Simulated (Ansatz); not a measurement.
`CC1CO1` + HBr → `BrC1CO1` + CH₄ at 298.15 K and 1 bar (substitution at a C–C bond).

Gas-phase electronic energies from Ansatz, PBE0-D4/def2-TZVP geometries. CBS: MP2 limit from def2 TZ/QZ plus the TZ coupled-cluster correction, frozen cores. This one scheme is used for every species. For Br outer-core shells are correlated without core-valence functions, which leaves a few kJ/mol of doubt a bond. Scalar relativity is left out up to krypton.

| species | CCSD(T)/CBS energy (Eh) | H − E (kJ/mol) | S (J/(mol·K)) |
| --- | --- | --- | --- |
| `CC1CO1` | -192.89474 | 239.2 | 279.1 |
| HBr | -2573.91920 | 24.6 | 198.6 |
| `BrC1CO1` | -2726.34478 | 139.6 | 290.5 |
| CH₄ | -40.46206 | 127.4 | 186.2 |

H − E and S are ideal-gas, rigid-rotor, harmonic terms from PBE0-D4/def2-TZVP, for one conformer and one mirror image of each species. 1 Eh = 2625.50 kJ/mol, R = 8.31446 J/(mol·K).

Question: By hand: ΔE, ΔH, ΔS and ΔG.

Answer: ΔE = (-2726.34478) + (-40.46206) − (-192.89474) − (-2573.91920) = 0.00710 Eh = 18.6 kJ/mol. Δ(H − E) = 139.6 + 127.4 − 239.2 − 24.6 = 3.2, so ΔH = 21.8 kJ/mol. ΔS = 290.5 + 186.2 − 279.1 − 198.6 = -1.0 J/(mol·K). ΔG = 21.8 − 298.15 × (-1.0)/1000 = 22.1 kJ/mol.

Question: By hand: the equilibrium constant, and the temperature at which ΔG would vanish if ΔH and ΔS stayed fixed.

Answer: log₁₀ K = −ΔG/(RT ln 10) = -3.9. ΔH and −TΔS have one sign here, so there is no such temperature. One of them is within its doubt of zero, so this could turn.

The number of gas molecules stays the same, so ΔS is small and ΔH decides. A doubt of 5 kJ/mol in ΔE shifts log₁₀ K by 0.9 here. Other conformers and mirror images would add mixing entropy, several J/(mol·K) or more a flexible species. These are equilibria of isolated gas molecules and say nothing of rates. Largest T1 diagnostic: 0.011 (customary marks: 0.02 for closed shells, 0.045 for open ones).
